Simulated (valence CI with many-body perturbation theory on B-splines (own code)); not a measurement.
## Cl3+: input, log and results

Computed by relativistic CI+MBPT: four valence electrons over a frozen Dirac-Fock core [Ne], radial functions for each j: 5 s, 5 p, 3 d, 2 f, with the one-electron correlation potential Σ1 (screened to all orders), the two-electron term Σ2, the three-electron term Σ3, Breit, model QED; selected single and double excitations, second order for the rest, scaled by the run's own slope (own B-spline code, finite nucleus).

Command, and the settings that its task file holds:

```sh
python run_cv.py task.json out
```

```
atom Cl  Z=17  mass_number=35  rms_radius_fm=3.3654
core [Ne]
valence 3s2 3p2
avg = 1
basis = S
breit = 1
cap = 10000
capref = 1200
cscale = 1
de = 0.0
dress = 0
eps = 2e-08
extrap = 1
h = 0.27
hh = 1
l2 = 3
lcore = 6
maxit = 60
n2 = 5
natural = 0
nlev = 21
nno = [2, 2, 1, 1, 0]
nroot = 26
nsp = [3, 3, 2, 1, 0]
pt2 = 1
qed = 1
rpa = 1
s1 = 1
s2 = 1
s3 = 1
screen = 1
tol = 2e-05
whole = 1
```

It took 9.7 s on 1 thread of AMD EPYC 9R14 (Zen 4) (shared host).

Log. The first blocks belong to the next ion, which gives the ionisation energy. Fields: 2J, parity (1 odd), roots, reference size, generating configurations, candidates as configurations/state functions, variational space P, stored matrix elements, Davidson steps; e2 is the range of second-order energies in hartree. The first line gives the box (bohr), its intervals, the orbitals and the steps of their self-consistent field. Window is the range of levels sought, series limit the energy at which the first omitted orbital would enter, core excitation an estimate of the first excitation out of the core, left out the lowest levels not solved, and shifts from estimates the range by which levels moved from their first estimate, all in cm⁻¹.

```
rmax 17.7 intervals 65 orbitals 25 references ['3s2 3p2', '3s 3p3', '3s2 3p 3d'] scf 8 t 1.0
2J=1 par=1 roots 2 ref 37 generators 13 cand 395/565 P 425/602 nnz 0 it 0
2J=1 par=1 roots 2 ref 37 generators 33 cand 191/282 P 616/884 nnz 0 it 0
   second order: generators 47 cand 511/691 e2 -0.00000 -0.00000
2J=3 par=1 roots 2 ref 57 generators 17 cand 372/690 P 409/747 nnz 0 it 0
2J=3 par=1 roots 2 ref 57 generators 38 cand 155/329 P 564/1076 nnz 0 it 0
   second order: generators 65 cand 770/1444 e2 -0.00001 -0.00000
reference levels 305, estimated 72, window 190958 1/cm; series limit 348062, core excitation 1680409
2J=0 par=0 roots 3 ref 23 generators 15 cand 78/137 P 1227/1813 nnz 0 it 4
2J=0 par=0 roots 3 ref 23 generators 35 cand 351/624 P 1578/2437 nnz 0 it 6
   second order: generators 71 cand 3142/5469 e2 -0.00001 -0.00000
2J=2 par=0 roots 2 ref 45 generators 14 cand 171/512 P 1010/3061 nnz 1.1e+06 it 4
2J=2 par=0 roots 2 ref 45 generators 28 cand 284/1103 P 1294/4164 nnz 1.8e+06 it 5
   second order: generators 62 cand 3807/15556 e2 -0.00003 -0.00001
2J=4 par=0 roots 3 ref 55 generators 19 cand 246/923 P 988/3475 nnz 1.5e+06 it 4
2J=4 par=0 roots 3 ref 55 generators 38 cand 305/1459 P 1293/4934 nnz 2.7e+06 it 5
   second order: generators 84 cand 4097/22571 e2 -0.00004 -0.00001
2J=4 par=1 roots 9 ref 37 generators 32 cand 241/1015 P 1030/3565 nnz 1.5e+06 it 5
2J=4 par=1 roots 9 ref 37 generators 81 cand 855/3934 P 1885/7499 nnz 5.2e+06 it 8
   second order: generators 153 cand 4727/24798 e2 -0.00002 -0.00000
2J=2 par=1 roots 7 ref 37 generators 33 cand 287/1009 P 1200/3546 nnz 1.4e+06 it 7
2J=2 par=1 roots 7 ref 37 generators 75 cand 741/2651 P 1941/6197 nnz 3.4e+06 it 9
   second order: generators 155 cand 4394/17541 e2 -0.00002 -0.00001
2J=6 par=1 roots 4 ref 23 generators 22 cand 171/791 P 851/2849 nnz 1.1e+06 it 5
2J=6 par=1 roots 4 ref 23 generators 47 cand 748/3565 P 1599/6414 nnz 4.2e+06 it 8
   second order: generators 97 cand 4168/24433 e2 -0.00004 -0.00001
2J=0 par=1 roots 3 ref 15 generators 23 cand 351/532 P 1271/1853 nnz 0 it 4
2J=0 par=1 roots 3 ref 15 generators 50 cand 429/690 P 1700/2543 nnz 5.4e+05 it 5
   second order: generators 94 cand 3629/6246 e2 -0.00001 -0.00001
2J=8 par=1 roots 1 ref 9 generators 8 cand 165/597 P 639/1957 nnz 0 it 4
2J=8 par=1 roots 1 ref 9 generators 19 cand 454/1843 P 1093/3800 nnz 1.7e+06 it 5
   second order: generators 38 cand 3133/16375 e2 -0.00002 -0.00002
left out: unestimated 283872, estimated 216310, shifts from estimates -20 to 0
operators 0.4
```

The Davidson iterations converged. The settings are bad on purpose, so the numbers may not be properties of the ion.

Set against measurement, 12 paired levels are off by 2258 cm⁻¹ on average, the worst by 3941. These come from a selection out of Moore, Atomic Energy Levels, vol. I, NSRDS-NBS 35 (1971 reprint of NBS Circular 467, 1949), an old analysis. Levels without a partner in it may be off by more.

```yaml
Valence_energy: -12.17916 hartree
Ionisation_energy: "53.047 eV (NIST: 53.24 ± 0.12 eV (semi-empirical))"
Reference_configurations_for_the_orbitals: 3s2 3p2, 3s 3p3, 3s2 3p 3d
Radial_orbitals: 25
Box_radius: 17.7 bohr
Largest_variational_space: 7499
Lowest_levels: 3s2.3p2 3P_0 0.000, 3s2.3p2 3P_1 0.060, 3s2.3p2 3P_2 0.166, 3s2.3p2 1D_2 1.971, 3s2.3p2 1S_0 4.386, 3s.3p3 5S°_2 8.628, 3s.3p3 3D°_1 12.742, 3s.3p3 3D°_2 12.747, 3s.3p3 3D°_3 12.758, 3s.3p3 3P°_2 15.019, 3s.3p3 3P°_1 15.022, 3s.3p3 3P°_0 15.022, 3s2.3p.3d 1D°_2 16.125, 3s2.3p.3d 3F°_2 19.492 eV
```

Names give the largest LS component (configuration and term), which can be under half, so a name can repeat, a term be missing and a line seem to break the LS rules; names also repeat where a configuration has a term twice.
